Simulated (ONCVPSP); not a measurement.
## Building the ONCV potential for C (PBE, scalar-relativistic).

| Quantity | Value |
| --- | --- |
| Element | C (Z = 6) |
| Generator | ONCVPSP 4.0.1 |
| Type | optimised norm-conserving Vanderbilt (ONCV) |
| Functional | PBE |
| Relativity | scalar-relativistic |
| Frozen core | [He] |
| Valence charge | 4 |
| Reference configuration | 2s2 2p2 |
| Partial waves | 2s: rc 1.00 bohr, ncon 5, nbas 8, qcut 7.9 1/bohr, 2 projectors, debl 3.5 Ha; 2p: rc 2.10 bohr, ncon 4, nbas 8, qcut 6.3 1/bohr, 1 projector |
| Local potential | polynomial inside 0.95 bohr (lpopt 5, dvloc0 0 Ha) |
| Core correction | Teter function, fcfact 2.5, rcfact 1.5 |

(1) Estimate the cutoffs (Ha) at which the residual kinetic energy of the hardest occupied pseudo-wave falls to 1 and 0.1 mHa per electron.

(2) Does the potential have ghost states?

(3) Which valence shell sets the plane-wave cutoff?

(4) Tests: 2s2 2p1; 2s2 2p0; 2s1 2p0; 2s2 2p1.5. Which has the largest error in its energy relative to the reference configuration, and how large is it?

## Answers

(1) 20 Ha and 113 Ha.

(2) No bound ghost flagged; no localised positive-energy state flagged.

(3) 2s: 20 Ha for 1 mHa per electron, against 13 Ha for 2p.

(4) 2s1 2p0, with +721 meV (all-electron minus pseudo) on +83.21 eV.
